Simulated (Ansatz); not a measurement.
## A ladder of methods for GeH3 (SMILES [GeH3])

The species is GeH3 (4 atoms), meant as a doublet with charge 0. SMILES: `[GeH3]`. Geometry: relaxed at PBE0-D4/def2-TZVP.

```tsv
atom	x (Å)	y (Å)	z (Å)
Ge	0.2146	-0.1259	-0.2494
H	1.0550	0.1096	1.0183
H	-0.8828	-1.1759	-0.0001
H	-0.3868	1.1922	-0.7688
```

Quantity: the energy change with the Ge1–H4 bond stretched from 1.539 to 3.848 Å, in eV. The values are calculated.

| level | kind | program | value (eV) | CPU time (all runs) |
| --- | --- | --- | --- | --- |
| UHF/STO-3G | Hartree–Fock | Ansatz | 4.12 | 0.4 s |
| USVWN5/STO-3G | LDA | Ansatz | 5.46 | 3.4 s |
| U-revPBE/STO-3G | GGA | Ansatz | 4.86 | 5.9 s |
| U-r2SCAN/STO-3G | meta-GGA | Ansatz | 5.03 | 12 s |
| U-r2SCAN0/STO-3G | hybrid meta-GGA | Ansatz | 4.96 | 10 s |
| UCAM-B3LYP/STO-3G | range-separated hybrid | Ansatz | 4.96 | 7.2 s |
| RPA@PBE/STO-3G | RPA | Ansatz | 4.24 | 9.4 s |
| UCCSD(T)/STO-3G | coupled cluster or CI | Ansatz | 4.36 | 0.75 s |
| UCCSDT/STO-3G | coupled cluster or CI | Ansatz | 4.36 | 1.9 s |
| UCCSDTQ/STO-3G | coupled cluster or CI | Ansatz | 4.36 | 2.5 min |

All-electron rows without a relativistic Hamiltonian named are non-relativistic. The first shape isn't each level's own minimum. The values span 4.12 to 5.46 eV. Spin contamination of the reference (⟨S²⟩ at least 0.1 too high) touches UHF/STO-3G, USVWN5/STO-3G, U-revPBE/STO-3G, U-r2SCAN/STO-3G, U-r2SCAN0/STO-3G, UCAM-B3LYP/STO-3G, RPA@PBE/STO-3G, UCCSD(T)/STO-3G, UCCSDT/STO-3G, UCCSDTQ/STO-3G. The coupled-cluster rows rest on a doubtful reference here (large T1 or Brueckner and Hartree–Fock orbitals at odds), and rows may lie in different states. All rows use very small basis sets, so even the best lies far from the true value. In the correlated wave-function rows the outer d shell of Ge is correlated, in sets not made for it. CPU times are rough (shared hosts, several kinds of processor): they show what a rung costs within a factor of a few.
